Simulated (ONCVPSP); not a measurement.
# oxygen: one change to an ONCV potential, before and after

ONCVPSP 4.0.1 input, shortened (lines: element, Z, core and valence counts, functional; n l f; lmax; l rc ep ncon nbas qcut; lloc lpopt rc5 dvloc0; l nproj debl; icmod fcfact rcfact), PBE, scalar-relativistic:

```
  O 8.00    1    2        4      upf
    1    0    2.00
    2    0    2.00
    2    1    4.00
    2
    0    0.95    0.00    5    9    5.60
    1    1.90    0.00    5    9    5.90
    2    1.45    0.08    3    6    5.90
    4    5    0.70    4.00
    0    3    0.50
    1    2    1.70
    2    2    1.90
    1    0.30    0.00
```

In the s channel the program set the typed energies aside and used -0.881, 0.250, 0.750 Ha.

All-electron outer shells of the reference configuration (PBE, scalar-relativistic, ld1.x):

| shell | level (eV) | outermost node (bohr) | outermost maximum (bohr) |
| --- | --- | --- | --- |
| 1s | -514.70 | – | 0.13 |
| 2s | -23.96 | 0.28 | 0.87 |
| 2p | -9.03 | – | 0.82 |

Change: s: debl 4.5.

Cutoffs: the cutoffs (Ha) at which the residual kinetic energy of the hardest occupied pseudo-wave falls to 1 and 0.1 mHa per electron; they do not see the model core or the augmentation charge, which bear on the density cutoff. Errors are all-electron minus pseudo energies relative to the spin-unpolarised reference configuration.

How do hardness, ghosts and transferability respond?

The potential gets neither clearly harder nor softer (203 Ha and 249 Ha → 203 Ha and 249 Ha); the bound ghost in s disappears; the errors of the 4 common tests hardly move.

```tsv
quantity	base	changed
cutoff, loose	203 Ha	203 Ha
cutoff, tight	249 Ha	249 Ha
bound ghosts	s	none
GHOST(+) flags under 300 eV	none	none
error for 2s2 2p3, meV [ΔE 16.43 eV]	+96	+96
error for 2s2 2p2, meV [ΔE 50.02 eV]	+710	+710
error for 2s2 2p1, meV [ΔE 103.89 eV]	+2544	+2547
error for 2s1 2p5, meV [ΔE 14.95 eV]	-20	-20
s: phases at 0.96 bohr within 0.05 rad from the reference energy up to (Ha; the scan ends near 5)	to the end of the scan	to the end of the scan
p: phases at 1.92 bohr within 0.05 rad from the reference energy up to (Ha; the scan ends near 5)	to the end of the scan	to the end of the scan
d: phases at 1.47 bohr within 0.05 rad from the reference energy up to (Ha; the scan ends near 5)	to the end of the scan	to the end of the scan
rms error of d²Exc/dni dnj with the model core, mHa	1.65	1.64
```

 A true bound ghost makes a file unfit for plane-wave use even where its test errors are small: the radial tests pick states by their node count and pass the ghost by.
